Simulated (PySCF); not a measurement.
PySCF job for CH4OSi, SMILES CO[SiH] (connectivity only; charge and spin as stated), neutral, multiplicity 1, ADC(2)/aug-cc-pVDZ. Geometry: r2SCAN-D4/def2-TZVP.

```python
import numpy as np
from pyscf import gto, scf, dft, adc

mol = gto.M(
    atom='''
    Si   -0.02586337   -1.20918718    0.00000000
    H    -1.54388476   -0.88264890    0.00000000
    O     0.51996772    0.33939237   -0.00000000
    C    -0.19303969    1.57030928   -0.00000000
    H     0.08890223    2.14049440    0.88782805
    H     0.08890223    2.14049441   -0.88782804
    H    -1.27333615    1.39328594   -0.00000000
    ''',
    basis='aug-cc-pVDZ',
    charge=0,
    spin=0,
    max_memory=1600,
    verbose=4,
)
mf = scf.RHF(mol)
mf.conv_tol = 1e-10
mf.max_cycle = 100
mf.kernel()
res = {}
for kind, nroots in (('ee', 6), ('ip', 6), ('ea', 2)):
    a = adc.ADC(mf).density_fit('aug-cc-pvdz-ri')
    a.method, a.method_type = 'adc(2)', kind
    e, v, p, x = a.kernel(nroots=nroots)
    res[kind] = (e * 27.211386245988, p)
for kind, (e, p) in res.items():
    print(kind, 'energies / eV', np.round(e, 3), 'strengths', np.round(p, 4))
```

Log of the run:

```
PySCF version 2.14.0

[INPUT] verbose = 4
[INPUT] num. atoms = 7
[INPUT] num. electrons = 32
[INPUT] charge = 0
[INPUT] spin (= nelec alpha-beta = 2S) = 0
[INPUT] symmetry False subgroup None
[INPUT] Mole.unit = angstrom
[INPUT] Symbol           X                Y                Z      unit          X                Y                Z       unit  Magmom
[INPUT]  1 Si    -0.025863370000  -1.209187180000   0.000000000000 AA   -0.048874685958  -2.285032603535   0.000000000000 Bohr   0.0
[INPUT]  2 H     -1.543884760000  -0.882648900000   0.000000000000 AA   -2.917519364290  -1.667964685149   0.000000000000 Bohr   0.0
[INPUT]  3 O      0.519967720000   0.339392370000   0.000000000000 AA    0.982596584415   0.641358628067   0.000000000000 Bohr   0.0
[INPUT]  4 C     -0.193039690000   1.570309280000   0.000000000000 AA   -0.364792145271   2.967454470063   0.000000000000 Bohr   0.0
[INPUT]  5 H      0.088902230000   2.140494400000   0.887828050000 AA    0.168000866563   4.044948187165   1.677751860207 Bohr   0.0
[INPUT]  6 H      0.088902230000   2.140494410000  -0.887828040000 AA    0.168000866563   4.044948206062  -1.677751841309 Bohr   0.0
[INPUT]  7 H     -1.273336150000   1.393285940000   0.000000000000 AA   -2.406256588008   2.632928839807   0.000000000000 Bohr   0.0

nuclear repulsion = 100.716959213529
number of shells = 44
number of NR pGTOs = 164
number of NR cGTOs = 109
basis = aug-cc-pVDZ
ecp = {}


[settings echo left out]
init E= -404.046359829064
  HOMO = -0.21244627819043  LUMO = -0.0399594328395301  gap/eV = 4.69361
cycle= 1 E= -403.918336358128  delta_E= 0.128  |g|= 0.488  |ddm|= 2.87
  HOMO = -0.33800918599871  LUMO = 0.0175313800643266  gap/eV = 9.67475
cycle= 2 E= -403.958072494423  delta_E= -0.0397  |g|= 0.319  |ddm|= 0.653
  HOMO = -0.334870334845839  LUMO = 0.0194006424105488  gap/eV = 9.64020
cycle= 3 E= -403.977463531658  delta_E= -0.0194  |g|= 0.0512  |ddm|= 0.228
  HOMO = -0.32968494567303  LUMO = 0.0244809193518587  gap/eV = 9.63734
cycle= 4 E= -403.978320172479  delta_E= -0.000857  |g|= 0.0114  |ddm|= 0.103
  HOMO = -0.330275401434224  LUMO = 0.0242820441005991  gap/eV = 9.64800
cycle= 5 E= -403.978377809888  delta_E= -5.76e-05  |g|= 0.00287  |ddm|= 0.0269
  HOMO = -0.330735094271169  LUMO = 0.0240710327041529  gap/eV = 9.65477
cycle= 6 E= -403.978383317774  delta_E= -5.51e-06  |g|= 0.000732  |ddm|= 0.0107
  HOMO = -0.330630802933202  LUMO = 0.0241358862738354  gap/eV = 9.65369
cycle= 7 E= -403.978383953497  delta_E= -6.36e-07  |g|= 0.00022  |ddm|= 0.00366
  HOMO = -0.330629500415841  LUMO = 0.024136690851345  gap/eV = 9.65368
cycle= 8 E= -403.978384015594  delta_E= -6.21e-08  |g|= 4.97e-05  |ddm|= 0.00102
  HOMO = -0.330629597699799  LUMO = 0.0241354477091389  gap/eV = 9.65365
cycle= 9 E= -403.978384018408  delta_E= -2.81e-09  |g|= 9.99e-06  |ddm|= 0.00019
  HOMO = -0.330629413076205  LUMO = 0.0241352653454032  gap/eV = 9.65364
cycle= 10 E= -403.978384018526  delta_E= -1.18e-10  |g|= 2.51e-06  |ddm|= 3.66e-05
  HOMO = -0.330629579291104  LUMO = 0.0241352167666182  gap/eV = 9.65364
cycle= 11 E= -403.978384018528  delta_E= -2.16e-12  |g|= 5.08e-07  |ddm|= 1.02e-05
  HOMO = -0.330629534519783  LUMO = 0.0241352537093773  gap/eV = 9.65364
Extra cycle  E= -403.97838401853  delta_E= -1.59e-12  |g|= 2.17e-07  |ddm|= 1.44e-06
converged SCF energy = -403.97838401853

******** <class 'pyscf.adc.radc.RADC'> ********
******** ADC Orbital Information ********
Number of Frozen Occupied Orbitals: 0
Number of Frozen Virtual Orbitals: 0
Number of Active Occupied Orbitals: 16
Number of Active Virtual Orbitals: 93
*****************************************
******** <class 'pyscf.df.df.DF'> ********
auxbasis = aug-cc-pvdz-ri
Reference correlation energy (doubles): -0.45255324
MP2 correlation energy of reference state (a.u.) = -0.45255324

******** <class 'pyscf.adc.radc_ee.RADCEE'> ********
max_space = 12
max_cycle = 50
conv_tol = 1e-08

*************************************************************
        ADC calculation summary (singlet states only)
*************************************************************
adc(2) root 0  |  Energy (Eh) =   0.1266352986  |  Energy (eV) =   3.44592200  |  Osc. strength = 0.02813528  |  conv = True
adc(2) root 1  |  Energy (Eh) =   0.2082449202  |  Energy (eV) =   5.66663291  |  Osc. strength = 0.01479210  |  conv = True
adc(2) root 2  |  Energy (Eh) =   0.2133906776  |  Energy (eV) =   5.80665610  |  Osc. strength = 0.04687170  |  conv = True
adc(2) root 3  |  Energy (Eh) =   0.2226219867  |  Energy (eV) =   6.05785282  |  Osc. strength = 0.16469232  |  conv = True
adc(2) root 4  |  Energy (Eh) =   0.2267415808  |  Energy (eV) =   6.16995268  |  Osc. strength = 0.13810347  |  conv = True
adc(2) root 5  |  Energy (Eh) =   0.2552829966  |  Energy (eV) =   6.94660416  |  Osc. strength = 0.05137293  |  conv = True

******** <class 'pyscf.adc.radc.RADC'> ********
******** ADC Orbital Information ********
Number of Frozen Occupied Orbitals: 0
Number of Frozen Virtual Orbitals: 0
Number of Active Occupied Orbitals: 16
Number of Active Virtual Orbitals: 93
*****************************************
******** <class 'pyscf.df.df.DF'> ********
auxbasis = aug-cc-pvdz-ri
Reference correlation energy (doubles): -0.45255324
MP2 correlation energy of reference state (a.u.) = -0.45255324

******** <class 'pyscf.adc.radc_ip.RADCIP'> ********
max_space = 12
max_cycle = 50
conv_tol = 1e-08

*************************************************************
        ADC calculation summary (doublet states only)
*************************************************************
adc(2) root 0  |  Energy (Eh) =   0.3199390957  |  Energy (eV) =   8.70598623  |  Spec. factor = 1.85463593  |  conv = True
adc(2) root 1  |  Energy (Eh) =   0.3776594895  |  Energy (eV) =  10.27663815  |  Spec. factor = 1.72450402  |  conv = True
adc(2) root 2  |  Energy (Eh) =   0.3816831994  |  Energy (eV) =  10.38612888  |  Spec. factor = 1.72737150  |  conv = True
adc(2) root 3  |  Energy (Eh) =   0.5094097631  |  Energy (eV) =  13.86174570  |  Spec. factor = 1.79049004  |  conv = True
adc(2) root 4  |  Energy (Eh) =   0.5508550000  |  Energy (eV) =  14.98952805  |  Spec. factor = 1.76509132  |  conv = True
adc(2) root 5  |  Energy (Eh) =   0.5593110521  |  Energy (eV) =  15.21962894  |  Spec. factor = 1.78598086  |  conv = True

******** <class 'pyscf.adc.radc.RADC'> ********
******** ADC Orbital Information ********
Number of Frozen Occupied Orbitals: 0
Number of Frozen Virtual Orbitals: 0
Number of Active Occupied Orbitals: 16
Number of Active Virtual Orbitals: 93
*****************************************
******** <class 'pyscf.df.df.DF'> ********
auxbasis = aug-cc-pvdz-ri
Reference correlation energy (doubles): -0.45255324
MP2 correlation energy of reference state (a.u.) = -0.45255324

******** <class 'pyscf.adc.radc_ea.RADCEA'> ********
max_space = 12
max_cycle = 50
conv_tol = 1e-08

*************************************************************
        ADC calculation summary (doublet states only)
*************************************************************
adc(2) root 0  |  Energy (Eh) =  -0.0028517865  |  Energy (eV) =  -0.07760106  |  Spec. factor = 1.89965440  |  conv = True
adc(2) root 1  |  Energy (Eh) =   0.0281916710  |  Energy (eV) =   0.76713444  |  Spec. factor = 1.97867364  |  conv = True
ee energies / eV [3.446 5.667 5.807 6.058 6.17  6.947] strengths [0.0281 0.0148 0.0469 0.1647 0.1381 0.0514]
ip energies / eV [ 8.706 10.277 10.386 13.862 14.99  15.22 ] strengths [1.8546 1.7245 1.7274 1.7905 1.7651 1.786 ]
ea energies / eV [-0.078  0.767] strengths [1.8997 1.9787]
```

Self-consistency was reached.
